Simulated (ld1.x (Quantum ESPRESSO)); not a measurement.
u(r) = r·R(r): atom against pseudo-atom (Ar)

Columns: radius, all-electron u(r) and pseudo u(r) of the 3p shell (level -16.01 eV) of argon in the configuration [Ne] 3s2 3p5.5; PBE, non-relativistic, TM scheme, ld1.x (Quantum ESPRESSO) 7.5.

```
r (bohr)  all-electron   pseudo
   0.090        0.2048  -0.0113
   0.180        0.3794  -0.0445
   0.270        0.3809  -0.0978
   0.360        0.2604  -0.1681
   0.450        0.0815  -0.2513
   0.540       -0.1114  -0.3427
   0.630       -0.2929  -0.4372
   0.720       -0.4502  -0.5294
   0.810       -0.5790  -0.6146
   0.900       -0.6791  -0.6887
   0.990       -0.7518  -0.7487
   1.080       -0.8001  -0.7928
   1.170       -0.8275  -0.8206
   1.260       -0.8376  -0.8329
   1.350       -0.8340  -0.8314
   1.440       -0.8196  -0.8185
   1.530       -0.7971  -0.7968
   1.620       -0.7687  -0.7687
   1.710       -0.7362  -0.7362
   1.800       -0.7010  -0.7010
   1.890       -0.6643  -0.6643
   1.980       -0.6269  -0.6269
   2.070       -0.5896  -0.5896
   2.160       -0.5529  -0.5529
   2.250       -0.5171  -0.5171
   2.340       -0.4826  -0.4826
```

How many radial nodes do the two functions have?

The all-electron 3p function has n − l − 1 = 1; the pseudo-wave has 0, since the states of the same l below it are removed with the core.

At about which radius was the pseudo-wave matched?

1.80 bohr. The columns agree to 0.0005 from 1.53 bohr on; several derivatives are matched, so the curves merge somewhat inside the radius.

Where does each function peak?

Outermost all-electron maximum near 1.26 bohr, pseudo maximum near 1.26 bohr (to the table’s step).

Is the pseudo-wave norm-conserving?

Yes: the TM scheme keeps the norm inside the radius equal to the all-electron one, which fixes the energy derivative of the logarithmic derivative at the level.
